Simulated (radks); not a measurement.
S V, 12 electrons, occupied as [Ne] 3s2 (the NIST ground configuration). Method: scalar-relativistic Kohn-Sham, PBE, spin-unpolarised, spherical densities, finite nucleus; Fermi nuclear charge, rms radius 3.2611 fm; computed with a radial shooting solver on a logarithmic mesh with Libxc functionals.

Unscreened Slater integrals over Kohn-Sham orbitals (cm^-1). Empty in this configuration: 3p.

\begin{tabular}{lr}
integral & value \\ \hline
F0(3s,3s) & 134570 \\
F0(3s,2p) & 177470 \\
G1(3s,2p) & 14858 \\
F0(3s,2s) & 175690 \\
G0(3s,2s) & 11833 \\
F0(3s,1s) & 196140 \\
G0(3s,1s) & 6261.3 \\
F0(3s,3p) & 129640 \\
G1(3s,3p) & 87096 \\
F0(2p,2p) & 458130 \\
F2(2p,2p) & 212140 \\
F0(2p,2s) & 433330 \\
G1(2p,2s) & 256760 \\
F0(2p,1s) & 640410 \\
G1(2p,1s) & 92465 \\
F0(2p,3p) & 168730 \\
F2(2p,3p) & 32637 \\
G0(2p,3p) & 13644 \\
G2(2p,3p) & 13746 \\
F0(2s,2s) & 416970 \\
F0(2s,1s) & 588590 \\
G0(2s,1s) & 49012 \\
F0(2s,3p) & 166380 \\
G1(2s,3p) & 10555 \\
F0(1s,1s) & 2132500 \\
F0(1s,3p) & 187470 \\
G1(1s,3p) & 10787 \\
F0(3p,3p) & 125300 \\
F2(3p,3p) & 64320 \\
\end{tabular}
